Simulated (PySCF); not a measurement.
**Working out the ionisation energy of Au⁺**

Au⁺ [Xe] 4f14 5d10 (1S) → Au²⁺ [Xe] 4f14 5d9 (2D). Computed with PySCF 2.14 in def2-TZVPPD with the def2 core potential (60 electrons) (6s5p3d2f1g, 59 functions), with scalar relativity through the core potential. Frozen: nothing. Energies in hartree (1 hartree = 27.21139 eV):

| part | Au⁺ (lower) | Au²⁺ (upper) |
| --- | --- | --- |
| UHF | -134.507447 | -133.809803 |
| CCSD correlation | -0.505511 | -0.451550 |
| (T) | -0.014932 | -0.011357 |

**Question.** What does Hartree-Fock give?

**Answer.** (-133.809803) − (-134.507447) = 0.697644 hartree = 18.984 eV.

**Question.** What do CCSD and CCSD(T) give?

**Answer.** The CCSD correlation energies differ by 0.053961 hartree = 1.468 eV and the triples by 0.003575 hartree = 0.097 eV, so CCSD gives 20.452 eV and CCSD(T) 20.549 eV.

Reference: 20.203 ± 0.025 eV (measured; NIST Atomic Spectra Database, ionization energies), between the lowest levels; spin-orbit coupling is absent from the calculation.

What remains against the reference includes basis incompleteness and higher excitations.
